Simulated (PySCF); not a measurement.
C₂H₄ClFSi₂, SMILES F[SiH2]C#C[SiH2]Cl.

Geometry optimised at PBE0-D3(BJ)/def2-SVP. The structure was generated by enumeration, and PubChem lists no compound with its InChIKey, so it may never have been made.

Method: TDA-CAM-B3LYP/def2-SVPD (PySCF 2.14.0).

Vertical excitations. Isolated molecule, no solvent.

```
state  energy (eV)  λ (nm)      f                                               main pairs
-----  -----------  ------  -----  -------------------------------------------------------
S1            5.17     240  0.001                                           HOMO→LUMO 86 %
S2            5.64     220  0.006                       HOMO−1→LUMO 51 %, HOMO→LUMO+1 39 %
S3            5.87     211  0.000                                       HOMO−1→LUMO+1 90 %
S4            6.99     177  0.004                                         HOMO−2→LUMO 80 %
S5            7.19     172  0.040                                         HOMO−3→LUMO 80 %
S6            7.69     161  0.003                                         HOMO−4→LUMO 70 %
S7            7.93     156  0.263   HOMO→LUMO+2 42 %, HOMO−2→LUMO+1 25 %, HOMO→LUMO+1 14 %
S8            7.93     156  0.264   HOMO→LUMO+2 42 %, HOMO−2→LUMO+1 26 %, HOMO→LUMO+1 15 %
S9            8.05     154  0.000                                       HOMO−3→LUMO+1 81 %
S10           8.20     151  0.261  HOMO−1→LUMO+2 57 %, HOMO−5→LUMO 10 %, HOMO−2→LUMO+1 9 %
T1            4.41     281      0                       HOMO−1→LUMO 61 %, HOMO→LUMO+1 21 %
T2            4.72     262      0                       HOMO→LUMO 72 %, HOMO−1→LUMO+1 12 %
T3            4.88     254      0                       HOMO→LUMO+1 63 %, HOMO−1→LUMO 23 %
T4            5.53     224      0                       HOMO−1→LUMO+1 78 %, HOMO→LUMO 13 %
```
Triplets are in the Tamm–Dancoff approximation.
